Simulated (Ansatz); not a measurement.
The multiplicity is imposed and other spin states were not computed.

Level of theory: r2SCAN-D4/def2-SVP in Ansatz (an electronic-structure program). No frequencies were computed at this level.

Ansatz 0.2 input:
```yaml
crystal:
  periodic: [false, false, false]
  atoms:
    - { symbol: Ag, position_ang: [-0.103131, 0.077698, 0.085972] }
    - { symbol: O, position_ang: [0.639589, 0.465533, -2.176986] }
    - { symbol: H, position_ang: [1.17371, 1.203656, -2.472312] }
    - { symbol: H, position_ang: [0.346284, -0.020862, -2.948249] }
    - { symbol: C, position_ang: [-0.776247, -0.271401, 2.101469] }
    - { symbol: H, position_ang: [-1.031869, -1.318415, 2.287602] }
    - { symbol: H, position_ang: [-1.669423, 0.304741, 2.358782] }
    - { symbol: H, position_ang: [-0.02496, -0.009505, 2.851908] }
basis:
  gaussian: { orbitals: def2-svp }
hamiltonian:
  xc: r2scan
  dispersion: d4
relax:
  max_steps: 150
```

Output:

```
Functional definition: r2SCAN
873 factors; their error is unknown
mean field evaluation 1: about -7149.8927 eV, gradient 7.0e1 eV
mean field evaluation 2: about -7126.5816 eV, gradient 1.1e2 eV
mean field evaluation 4: about -7161.1416 eV, gradient 1.0e1 eV
mean field evaluation 8: about -7161.3693 eV, gradient 2.6e-2 eV
mean field evaluation 16: about -7161.3490 eV, gradient 3.8e-5 eV
mean field -7161.34898935 eV, -263.1747212219 hartree, gradient 3.8e-5 eV, S^2 0.000000; 0 other end points of the search recorded, 0 dependent functions left out
reference -7161.34900641 eV, -263.1747218489 hartree; 19, 19 occupied and 65, 65 virtual orbitals, 873 factors
relax step   1: F+E_penalty+E_count = -7161.37296496 eV  Δ(F+E_penalty+E_count) = +0.000e0 eV  max|allowed force component| = 1.079e0 eV/Å  Δτ_max = 0.0000 Å  (27 SCF iters, accepted)
these checks for a lower state are left out or cut short: starts, cluster_reference, orbital_swaps, neighbouring_geometries, increment
873 factors; their error is unknown
mean field -7161.51523004 eV, -263.1808304547 hartree, gradient 1.7e-5 eV, S^2 0.000000; 0 other end points of the search recorded, 0 dependent functions left out
reference -7161.51524750 eV, -263.1808310962 hartree; 19, 19 occupied and 65, 65 virtual orbitals, 873 factors
relax step   2: F+E_penalty+E_count = -7161.54003920 eV  Δ(F+E_penalty+E_count) = -1.671e-1 eV  max|allowed force component| = 5.624e-1 eV/Å  Δτ_max = 0.1947 Å  (35 SCF iters, accepted)
these checks for a lower state are left out or cut short: starts, cluster_reference, orbital_swaps, neighbouring_geometries, increment
873 factors; their error is unknown
mean field evaluation 32: about -7161.5081 eV, gradient 1.6e-5 eV
mean field -7161.50809864 eV, -263.1805683806 hartree, gradient 1.6e-5 eV, S^2 0.000000; 0 other end points of the search recorded, 0 dependent functions left out
reference -7161.50811622 eV, -263.1805690266 hartree; 19, 19 occupied and 65, 65 virtual orbitals, 873 factors
relax step   3: F+E_penalty+E_count = -7161.53321457 eV  Δ(F+E_penalty+E_count) = +6.825e-3 eV  max|allowed force component| = 1.584e0 eV/Å  Δτ_max = 0.1243 Å  (35 SCF iters, rejected (line search))
these checks for a lower state are left out or cut short: starts, cluster_reference, orbital_swaps, neighbouring_geometries, increment
873 factors; their error is unknown
mean field -7161.53694322 eV, -263.1816283991 hartree, gradient 9.0e-6 eV, S^2 0.000000; 0 other end points of the search recorded, 0 dependent functions left out
reference -7161.53696075 eV, -263.1816290436 hartree; 19, 19 occupied and 65, 65 virtual orbitals, 873 factors
relax step   4: F+E_penalty+E_count = -7161.56184179 eV  Δ(F+E_penalty+E_count) = -2.180e-2 eV  max|allowed force component| = 2.209e-1 eV/Å  Δτ_max = 0.0622 Å  (30 SCF iters, accepted)
these checks for a lower state are left out or cut short: starts, cluster_reference, orbital_swaps, neighbouring_geometries, increment
873 factors; their error is unknown
mean field -7161.55156167 eV, -263.1821656175 hartree, gradient 1.4e-5 eV, S^2 0.000000; 0 other end points of the search recorded, 0 dependent functions left out
reference -7161.55157933 eV, -263.1821662662 hartree; 19, 19 occupied and 65, 65 virtual orbitals, 873 factors
relax step   5: F+E_penalty+E_count = -7161.57657212 eV  Δ(F+E_penalty+E_count) = -1.473e-2 eV  max|allowed force component| = 5.369e-2 eV/Å  Δτ_max = 0.0920 Å  (30 SCF iters, accepted)
these checks for a lower state are left out or cut short: starts, cluster_reference, orbital_swaps, neighbouring_geometries, increment
873 factors; their error is unknown
mean field -7161.55353380 eV, -263.1822380919 hartree, gradient 1.9e-5 eV, S^2 0.000000; 0 other end points of the search recorded, 0 dependent functions left out
reference -7161.55355150 eV, -263.1822387423 hartree; 19, 19 occupied and 65, 65 virtual orbitals, 873 factors
relax step   6: F+E_penalty+E_count = -7161.57856297 eV  Δ(F+E_penalty+E_count) = -1.991e-3 eV  max|allowed force component| = 1.974e-2 eV/Å  Δτ_max = 0.0377 Å  (29 SCF iters, accepted)
these checks for a lower state are left out or cut short: starts, cluster_reference, orbital_swaps, neighbouring_geometries, increment
873 factors; their error is unknown
mean field -7161.55360923 eV, -263.1822408639 hartree, gradient 1.8e-5 eV, S^2 0.000000; 0 other end points of the search recorded, 0 dependent functions left out
reference -7161.55362693 eV, -263.1822415144 hartree; 19, 19 occupied and 65, 65 virtual orbitals, 873 factors
relax step   7: F+E_penalty+E_count = -7161.57864108 eV  Δ(F+E_penalty+E_count) = -7.812e-5 eV  max|allowed force component| = 1.231e-2 eV/Å  Δτ_max = 0.0099 Å  (30 SCF iters, accepted)
these checks for a lower state are left out or cut short: starts, cluster_reference, orbital_swaps, neighbouring_geometries, increment
873 factors; their error is unknown
mean field evaluation 64: about -7161.5536 eV, gradient 9.1e-5 eV
mean field -7161.55361589 eV, -263.1822411085 hartree, gradient 6.0e-6 eV, S^2 0.000000; 0 other end points of the search recorded, 0 dependent functions left out
reference -7161.55363359 eV, -263.1822417591 hartree; 19, 19 occupied and 65, 65 virtual orbitals, 873 factors
relax step   8: F+E_penalty+E_count = -7161.57864808 eV  Δ(F+E_penalty+E_count) = -6.995e-6 eV  max|allowed force component| = 1.442e-3 eV/Å  Δτ_max = 0.0006 Å  (23 SCF iters, accepted)
873 factors; their error is unknown
mean field -7161.55361589 eV, -263.1822411085 hartree, gradient 5.9e-6 eV, S^2 0.000000; 1 other end points of the search recorded, 0 dependent functions left out
reference -7161.55363359 eV, -263.1822417591 hartree; 19, 19 occupied and 65, 65 virtual orbitals, 873 factors
Total energy: -7161.57866578 eV, -263.1831616751 hartree
Atom 0 at     0.015658    -0.001360     0.066454 Å, force    -0.000397    -0.000290     0.001442 eV/Å
Atom 1 at     0.803070     0.289709    -2.012936 Å, force     0.000495     0.000097    -0.001006 eV/Å
Atom 2 at     0.942711     1.233520    -2.179424 Å, force    -0.000167    -0.000118    -0.000165 eV/Å
Atom 3 at     0.130327     0.023166    -2.656650 Å, force     0.000075     0.000228    -0.000035 eV/Å
Atom 4 at    -0.732485    -0.243454     1.955634 Å, force     0.000488    -0.000213    -0.000235 eV/Å
Atom 5 at    -1.006097    -1.298447     2.117553 Å, force     0.000015    -0.000009    -0.000023 eV/Å
Atom 6 at    -1.627236     0.382934     2.098732 Å, force    -0.000490     0.000333     0.000119 eV/Å
Atom 7 at     0.028004     0.045376     2.698824 Å, force    -0.000017    -0.000027    -0.000097 eV/Å
Dipole moment:     0.124995     0.319676    -1.024261 e Å
```

Cost: very roughly 26 core-seconds.
